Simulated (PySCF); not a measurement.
Geometries of 3 isomers of C4H7B, from PySCF, PBE0-D3(BJ)/def2-SVP geometry optimisation, gas phase. One conformer each, no zero-point energy, no frequencies.

Task: Which isomer lies lowest at this level?
A.
```xyz
12
angstrom
C      2.148   -0.152   -0.267
B      0.858    0.308   -1.025
C     -0.536    0.186   -0.451
C     -1.667    0.078    0.003
C     -3.005   -0.058    0.543
H      2.779   -0.775   -0.923
H      2.757    0.750   -0.065
H      1.973   -0.674    0.683
H      0.974    0.804   -2.128
H     -3.299   -1.119    0.565
H     -3.749    0.489   -0.058
H     -3.052    0.316    1.578
```
B.
```xyz
12
angstrom
B     -1.002    1.120    0.690
C     -0.836   -0.239    0.001
C      0.258   -1.211    0.488
C      0.538   -0.289   -0.586
C      1.362    0.222   -1.486
H     -1.903    1.869    0.390
H     -0.177    1.474    1.501
H     -1.632   -0.664   -0.621
H      0.116   -2.266    0.230
H      0.691   -1.035    1.479
H      1.045    1.022   -2.159
H      2.384   -0.155   -1.586
```
C.
```xyz
12
angstrom
B      2.426    0.124   -0.453
C      0.950    0.011   -0.854
C     -0.030   -0.066    0.084
C     -1.449   -0.160   -0.193
C     -2.384   -0.222    0.768
H      3.309    0.214   -1.276
H      2.716    0.121    0.724
H      0.637   -0.003   -1.906
H      0.258   -0.058    1.144
H     -1.749   -0.178   -1.247
H     -3.449   -0.292    0.531
H     -2.108   -0.206    1.827
```

Result: A. That is `CBC#CC`, 4.4 kcal/mol below the next.

| SMILES | atoms numbered as above | E (Eh) | relative (kcal/mol) | relative (kJ/mol) | dipole (D) |
| --- | --- | --- | --- | --- | --- |
| CBC#CC | [CH3:1][BH:2][C:3]#[C:4][CH3:5] | -181.07550 | 0.0 | 0.0 | 1.62 |
| B/C=C/C=C | [BH2:1]/[CH:2]=[CH:3]/[CH:4]=[CH2:5] | -181.06844 | 4.4 | 18.5 | 2.36 |
| B[C@@H]1CC1=C | [BH2:1][C@@H:2]1[CH2:3][C:4]1=[CH2:5] | -181.04451 | 19.4 | 81.4 | 1.16 |

As drawn, the lowest has a C≡C bond, which the highest lacks; the highest has a three-membered ring and a C=C bond outside aromatic rings, which the lowest lacks.
